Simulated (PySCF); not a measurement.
# One molecule, a ladder of functionals, a line

Molecule: SMILES C(N[SiH2]OC)=O, C2H7NO2Si.

Numbering as in the mapped SMILES `[CH3:1][O:2][SiH2:3][NH:4][CH:5]=[O:6]` (H(Xn): hydrogen on atom n).

GIAO shieldings (ppm, equivalent atoms averaged) in PySCF 2.14 on the PBE0-D3(BJ)/def2-SVP geometry, basis pcSseg-1, gas phase, non-relativistic:

```tsv
functional	exact exchange (%)	σ(C1)	σ(O2)	σ(Si3)	σ(N4)
BLYP	0	120.2	316.2	351.3	123.4
BP86	0	124.9	322.4	355.0	127.9
PBE	0	125.5	321.7	355.1	128.1
B3LYP	20	125.9	327.4	364.3	129.9
PBE0	25	131.9	334.3	372.0	136.2
mPW1PW91	25	130.9	333.6	371.6	135.4
HF	100	143.5	355.4	423.0	155.6
```

(1) Fit each shielding as a line in the percentage of exact exchange.

(2) What does the line predict for BHandHLYP (50 %), and what does the run give?

Answers

(1) σ(C1) = 124.1 + 0.20 x (rms 2.2 ppm); σ(O2) = 321.6 + 0.35 x (rms 2.9 ppm); σ(Si3) = 353.5 + 0.69 x (rms 1.7 ppm); σ(N4) = 126.7 + 0.29 x (rms 2.0 ppm). The functionals also differ in their semilocal parts, which the line can't hold; Hartree–Fock has no correlation at all.

(2) σ(C1): 134.1 predicted, 133.1 computed; σ(O2): 339.1 predicted, 340.2 computed; σ(Si3): 388.0 predicted, 384.9 computed; σ(N4): 141.2 predicted, 139.6 computed ppm.
